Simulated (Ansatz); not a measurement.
`S/C=[CH]\[InH2]` from Hartree–Fock to CCSD(T)

| atom | x (Å) | y (Å) | z (Å) |
| --- | --- | --- | --- |
| S1 | 1.3625 | -0.9965 | 1.5667 |
| C2 | 0.6899 | -1.2720 | -0.0174 |
| C3 | -0.1173 | -0.5066 | -0.7610 |
| In4 | -0.9175 | 1.4037 | -0.2811 |
| H5 | 0.8118 | 0.2120 | 1.7862 |
| H6 | 1.0305 | -2.2401 | -0.3855 |
| H7 | -0.3840 | -0.9335 | -1.7255 |
| H8 | -1.9364 | 2.1940 | -1.4206 |
| H9 | -0.5395 | 2.1389 | 1.2381 |

The species carries charge 0 and has multiplicity 1. Correlated methods include outer-core shells of In, which these sets cover unevenly. In: def2 effective core potential. The structure was optimised at the PBE0-D4/def2-TZVP level. It is one conformer, not always the lowest. Frozen core, restricted reference, the Gaussian-basis code of Ansatz.

```tsv
basis	HF (Eh)	MP2 corr.
def2-SVP	-665.13120	-0.49195
def2-TZVPP	-665.36625	-0.79737
def2-QZVPP	-665.38237	-1.02118
```

Q: Estimate the CCSD correlation energy and the (T) correction in each basis where they were run (hartree).

A: 
| basis | CCSD corr. | (T) |
| --- | --- | --- |
| def2-SVP | -0.54091 | -0.02008 |
| def2-TZVPP | -0.83065 | -0.03560 |
